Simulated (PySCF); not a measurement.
PySCF job for CH₁₂N₂Si₃, SMILES N[SiH](N)C[SiH2][SiH3], PBE0-D3(BJ)/def2-SVP. Geometry: PBE0-D3(BJ)/def2-SVP. This is a generated structure with no PubChem entry under its InChIKey; it may be hypothetical. Other conformers were not sampled.

```python
import numpy as np
from pyscf import gto, scf, dft, df
from pyscf.hessian import thermo

mol = gto.M(
    atom='''
    N    -1.80590432   -1.28030967   -0.03672317
    Si   -1.29889087    0.26925820   -0.59954739
    N    -2.70901557    1.10272098   -1.13533854
    C    -0.31445883    1.01722469    0.82107951
    Si    1.18199979    0.00388516    1.34843441
    Si    2.50091690   -0.62361142   -0.49244786
    H    -1.25500101   -1.79601651    0.63935633
    H    -2.32838896   -1.90127324   -0.64348945
    H    -0.39356036    0.30777639   -1.79868601
    H    -3.50582286    1.23587491   -0.52370602
    H    -2.64655546    1.82585072   -1.84112594
    H    -0.96783360    1.17123029    1.69729631
    H     0.04272457    2.01086793    0.49921529
    H     2.04051941    0.74748345    2.32647349
    H     0.73266054   -1.25446032    2.03321305
    H     3.78194275   -1.23924768   -0.02201362
    H     2.83315298    0.56400773   -1.34041492
    H     1.78099260   -1.62576814   -1.33831213
    ''',
    basis='def2-SVP',
    charge=0,
    spin=0,
    max_memory=1600,
    verbose=3,
)
mf = dft.RKS(mol, xc='pbe0').density_fit(auxbasis='def2-universal-jkfit')
mf.disp = 'd3bj'
mf.grids.level = 3
mf.conv_tol = 1e-11
mf.max_cycle = 100
mf.kernel()

# [left out here: the lines that compute and print the analytic Hessian (its translational invariance restored by hand, since the grid's response is missing), thermochemistry and intensities]
```

Output:

```
converged SCF energy = -1022.45232233119

WARN: DFTD3 does not support analytical Hessian, using finite difference


WARN: Mole.unit (angstrom) is changed to Bohr

Mode                                 0                   1                   2
Irrep
Freq [cm^-1]                       34.4470             62.3894            109.3507
Reduced mass [au]                   3.7486              3.4155              2.8568
Force const [Dyne/A]                0.0026              0.0078              0.0201
Char temp [K]                      49.5616             89.7645            157.3313
Normal mode                   x     y     z       x     y     z       x     y     z
       0   N                -0.14  0.03  0.08   -0.01 -0.00  0.02    0.09  0.03  0.08
       1  Si                -0.03 -0.04  0.01    0.04 -0.02  0.03    0.03  0.02  0.00
       2   N                 0.03  0.03 -0.04    0.10 -0.00 -0.09   -0.00 -0.05 -0.03
       3   C                 0.01 -0.03 -0.02   -0.03 -0.02  0.08    0.04  0.07 -0.03
       4  Si                 0.00 -0.04 -0.01    0.01  0.01  0.03   -0.06 -0.07 -0.00
       5  Si                 0.07  0.06 -0.00   -0.09  0.02 -0.05   -0.03  0.03 -0.01
       6   H                -0.16  0.02  0.10   -0.06  0.01  0.07    0.08  0.10  0.14
       7   H                -0.18  0.03  0.11    0.03 -0.01 -0.01    0.10 -0.02  0.13
       8   H                -0.02 -0.16  0.01    0.13 -0.04  0.09    0.01 -0.00 -0.01
       9   H                 0.04  0.13 -0.05    0.05  0.02 -0.16   -0.01 -0.06 -0.03
      10   H                 0.09 -0.01 -0.08    0.16 -0.02 -0.10   -0.03 -0.09 -0.06
      11   H                 0.02 -0.00 -0.02   -0.04 -0.08  0.08    0.04  0.16 -0.05
      12   H                 0.03 -0.04 -0.04   -0.06  0.00  0.12    0.14  0.02 -0.07
      13   H                -0.03 -0.07  0.04    0.05  0.03 -0.02   -0.06 -0.20  0.09
      14   H                -0.00 -0.07 -0.07    0.06  0.00  0.05   -0.18 -0.09 -0.11
      15   H                 0.09  0.12  0.01   -0.01  0.12 -0.12   -0.06 -0.06 -0.04
      16   H                 0.01  0.10  0.03   -0.22  0.01 -0.12    0.03  0.11  0.12
      17   H                 0.14  0.04 -0.04   -0.08 -0.06  0.05   -0.04  0.14 -0.14
Mode                                 3                   4                   5
Irrep
Freq [cm^-1]                      139.9092            158.0139            203.8178
Reduced mass [au]                   1.2418              2.2425              2.2694
Force const [Dyne/A]                0.0143              0.0330              0.0555
Char temp [K]                     201.2982            227.3468            293.2484
Normal mode                   x     y     z       x     y     z       x     y     z
       0   N                 0.01 -0.00 -0.01    0.03  0.03  0.02   -0.10  0.06 -0.02
       1  Si                 0.01 -0.00 -0.03   -0.02  0.05  0.04    0.03  0.03  0.01
       2   N                -0.01  0.02  0.05   -0.03 -0.04 -0.05   -0.05 -0.12 -0.04
       3   C                 0.05  0.01 -0.06   -0.05  0.02  0.08    0.05  0.02  0.01
       4  Si                -0.01 -0.02  0.03   -0.02 -0.02 -0.06    0.03 -0.01  0.03
       5  Si                -0.02  0.01  0.01    0.06 -0.03 -0.00   -0.00  0.00 -0.00
       6   H                 0.05 -0.02 -0.06   -0.01  0.09  0.09   -0.02 -0.13 -0.23
       7   H                -0.02  0.01  0.00    0.11 -0.01  0.00   -0.23  0.22 -0.07
       8   H                -0.04 -0.02 -0.06    0.05  0.09  0.08    0.08  0.06  0.04
       9   H                 0.04  0.03  0.11   -0.10 -0.13 -0.13   -0.10 -0.36 -0.05
      10   H                -0.04  0.03  0.06   -0.04 -0.01 -0.03   -0.08  0.08  0.17
      11   H                 0.04  0.11 -0.09   -0.03 -0.10  0.12    0.06  0.07  0.01
      12   H                 0.11 -0.03 -0.12   -0.09  0.06  0.17    0.10 -0.00 -0.02
      13   H                -0.04 -0.03  0.05   -0.00 -0.06 -0.04    0.04 -0.02  0.03
      14   H                -0.06 -0.01  0.01   -0.01 -0.04 -0.08    0.01 -0.01  0.02
      15   H                 0.21  0.44 -0.06    0.13  0.21  0.13    0.00 -0.02 -0.06
      16   H                -0.46 -0.04 -0.23   -0.07 -0.11 -0.15   -0.02  0.02  0.01
      17   H                 0.14 -0.32  0.27    0.23 -0.25  0.11   -0.04  0.03 -0.00
Mode                                 6                   7                   8
Irrep
Freq [cm^-1]                      240.6309            256.3098            285.0758
Reduced mass [au]                   1.4113              1.5387              2.1174
Force const [Dyne/A]                0.0481              0.0596              0.1014
Char temp [K]                     346.2142            368.7727            410.1606
Normal mode                   x     y     z       x     y     z       x     y     z
       0   N                 0.01  0.03  0.01    0.04  0.03  0.02   -0.00  0.07  0.08
       1  Si                -0.02  0.01 -0.05   -0.04  0.04 -0.02    0.06 -0.00 -0.08
[...]
       3   C                 0.00  0.00  0.00    0.00 -0.00  0.00   -0.00 -0.00  0.00
       4  Si                 0.00  0.00  0.01   -0.00  0.00 -0.00    0.00  0.01  0.00
       5  Si                 0.02 -0.00 -0.01   -0.02  0.02 -0.02    0.02  0.03  0.01
       6   H                -0.00 -0.00 -0.00    0.00 -0.00 -0.00   -0.00 -0.00  0.00
       7   H                 0.00  0.00  0.00    0.00 -0.00 -0.00   -0.00 -0.00  0.00
       8   H                -0.02 -0.00  0.03   -0.04 -0.00  0.05    0.02 -0.00 -0.03
       9   H                 0.00 -0.00 -0.00    0.00 -0.00  0.00    0.00  0.00  0.00
      10   H                 0.00 -0.00  0.00    0.00 -0.00 -0.00   -0.00  0.00  0.00
      11   H                 0.00 -0.00  0.00   -0.00 -0.00 -0.00   -0.00 -0.00 -0.00
      12   H                 0.00  0.00 -0.00    0.00 -0.00 -0.00    0.00 -0.00 -0.00
      13   H                -0.13 -0.12 -0.16    0.03  0.02  0.03   -0.08 -0.07 -0.09
      14   H                 0.03  0.07 -0.04   -0.02 -0.06  0.03   -0.03 -0.07  0.04
      15   H                -0.55  0.26 -0.21    0.59 -0.28  0.21   -0.13  0.08 -0.05
      16   H                -0.11 -0.44  0.31   -0.15 -0.52  0.37   -0.09 -0.35  0.26
      17   H                 0.22  0.30  0.25    0.10  0.15  0.11   -0.40 -0.56 -0.48
Mode                                42                  43                  44
Irrep
Freq [cm^-1]                     3065.1097           3134.7399           3615.4200
Reduced mass [au]                   1.0601              1.1029              1.0502
Force const [Dyne/A]                5.8679              6.3857              8.0881
Char temp [K]                    4410.0104           4510.1928           5201.7845
Normal mode                   x     y     z       x     y     z       x     y     z
       0   N                 0.00 -0.00  0.00   -0.00 -0.00  0.00   -0.00 -0.06  0.01
       1  Si                -0.00  0.00 -0.00    0.00  0.00 -0.00    0.00  0.00 -0.00
       2   N                 0.00 -0.00  0.00   -0.00 -0.00  0.00   -0.00  0.00 -0.00
       3   C                -0.02  0.06  0.03    0.05  0.04 -0.06    0.00 -0.00  0.00
       4  Si                 0.00 -0.00  0.00    0.00  0.00 -0.00   -0.00  0.00 -0.00
       5  Si                -0.00  0.00 -0.00   -0.00  0.00  0.00   -0.00 -0.00 -0.00
       6   H                -0.00 -0.00 -0.00    0.00 -0.00 -0.00   -0.38  0.34 -0.47
       7   H                -0.00  0.00 -0.00    0.00  0.00  0.00    0.36  0.41  0.41
       8   H                 0.00 -0.00  0.00   -0.00 -0.00  0.00    0.00  0.00 -0.00
       9   H                 0.00 -0.00  0.00   -0.00  0.00 -0.00    0.03 -0.00 -0.02
      10   H                 0.00  0.00  0.00    0.00  0.00  0.00   -0.00 -0.03  0.03
      11   H                 0.41 -0.08 -0.54   -0.40  0.10  0.53    0.00 -0.00 -0.00
      12   H                -0.23 -0.61  0.21   -0.21 -0.61  0.19    0.00  0.00 -0.00
      13   H                -0.00 -0.00 -0.00   -0.00 -0.00  0.00    0.00 -0.00  0.00
      14   H                -0.00 -0.00 -0.00   -0.00 -0.00  0.00   -0.00 -0.00  0.00
      15   H                 0.00 -0.00  0.00   -0.00  0.00  0.00    0.00 -0.00  0.00
      16   H                -0.00 -0.00  0.00   -0.00 -0.00  0.00    0.00 -0.00  0.00
      17   H                 0.00 -0.00  0.00    0.00 -0.00  0.00    0.00  0.00  0.00
Mode                                45                  46                  47
Irrep
Freq [cm^-1]                     3619.9295           3718.5590           3726.4534
Reduced mass [au]                   1.0499              1.0967              1.0969
Force const [Dyne/A]                8.1059              8.9349              8.9742
Char temp [K]                    5208.2725           5350.1784           5361.5367
Normal mode                   x     y     z       x     y     z       x     y     z
       0   N                 0.00  0.00 -0.00   -0.05 -0.01 -0.06   -0.00 -0.00 -0.00
       1  Si                 0.00 -0.00  0.00   -0.00 -0.00 -0.00    0.00  0.00 -0.00
       2   N                -0.04  0.04 -0.00   -0.00 -0.00  0.00    0.04  0.03 -0.06
       3   C                 0.00 -0.00  0.00   -0.00  0.00  0.00    0.00 -0.00  0.00
       4  Si                -0.00  0.00  0.00    0.00 -0.00  0.00   -0.00 -0.00  0.00
       5  Si                -0.00  0.00  0.00   -0.00  0.00  0.00   -0.00 -0.00  0.00
       6   H                 0.02 -0.02  0.02    0.36 -0.35  0.45    0.02 -0.02  0.03
       7   H                -0.02 -0.02 -0.02    0.35  0.42  0.40    0.02  0.03  0.02
       8   H                 0.00 -0.00 -0.00   -0.00 -0.00  0.00   -0.00 -0.00  0.00
       9   H                 0.57 -0.08 -0.44    0.03 -0.01 -0.03   -0.50  0.09  0.37
      10   H                -0.05 -0.45  0.46    0.00  0.03 -0.03   -0.04 -0.51  0.50
      11   H                -0.00 -0.00 -0.00    0.00  0.00 -0.00    0.00 -0.00 -0.00
      12   H                -0.00 -0.00 -0.00   -0.00  0.00 -0.00    0.00  0.00 -0.00
      13   H                 0.00 -0.00  0.00    0.00  0.00 -0.00    0.00 -0.00 -0.00
      14   H                 0.00 -0.00  0.00    0.00  0.00 -0.00    0.00  0.00 -0.00
      15   H                 0.00 -0.00 -0.00    0.00 -0.00 -0.00    0.00 -0.00 -0.00
      16   H                 0.00  0.00 -0.00    0.00  0.00 -0.00    0.00  0.00 -0.00
      17   H                 0.00 -0.00 -0.00   -0.00 -0.00 -0.00    0.00 -0.00 -0.00
temperature 298.1500 [K]
pressure 101325.00 [Pa]
Rotational constants [GHz] 2.85608 0.88430 0.83259
Symmetry number 1
Zero-point energy (ZPE) 0.13057 [Eh]   342815.990 [J/mol]
                           tot       elec      trans        rot        vib
Entropy [J/mol/K]       442.093      0.000    170.049    123.072    148.972
Cv [J/mol/K]            180.970      0.000     12.472     12.472    156.026
Cp [J/mol/K]            189.284      0.000     20.786     12.472    156.026
Internal energy [J/mol]                      3718.434   3718.434 366496.940
Internal energy [Eh]   -1022.30990  -1022.45232
Enthalpy [J/mol]                             6197.391   3718.434 366496.940
Enthalpy [Eh]          -1022.30895
Gibbs free energy [J/mol]                  -44502.827 -32975.548 322081.060
Gibbs free energy [Eh] -1022.35916
mode   freq/cm-1   IR/(km/mol)
   1       34.45         0.032
   2       62.39         0.253
   3      109.35         0.063
   4      139.91         0.926
   5      158.01         1.611
   6      203.82         1.608
   7      240.63        13.791
   8      256.31        16.574
   9      285.08         4.022
  10      328.30       171.299
  11      354.32        38.637
  12      364.59        76.707
  13      418.36        58.993
  14      422.77        64.187
  15      488.05        15.747
  16      530.73        11.315
  17      621.45        10.552
  18      634.28         4.460
  19      710.76         2.782
  20      731.97         7.157
  21      748.02        56.248
  22      783.85       140.028
  23      822.53         8.586
  24      826.77       302.239
  25      866.73        94.099
  26      885.58        83.809
  27      900.27        93.197
  28      928.10        12.763
  29      937.07        43.909
  30      944.38       219.938
  31      951.13        49.516
  32     1012.81        25.924
  33     1062.44       161.851
  34     1369.08        11.340
  35     1531.60        84.491
  36     1539.11        48.444
  37     2174.14       144.732
  38     2189.04        95.183
  39     2201.97        89.791
  40     2214.31        65.784
  41     2222.59       114.317
  42     2227.13       118.039
  43     3065.11         1.233
  44     3134.74         0.216
  45     3615.42        21.522
  46     3619.93        37.009
  47     3718.56        33.114
  48     3726.45        31.753
max |gradient| / (hartree/bohr): 6.709897271852679e-05
APT charges: [-0.8284  1.6375 -0.8683 -0.6928  0.8494  0.6517  0.1852  0.1974 -0.3244
  0.1918  0.1842  0.0138  0.0351 -0.2751 -0.2681 -0.2341 -0.2285 -0.2264]
```

Self-consistency was reached.
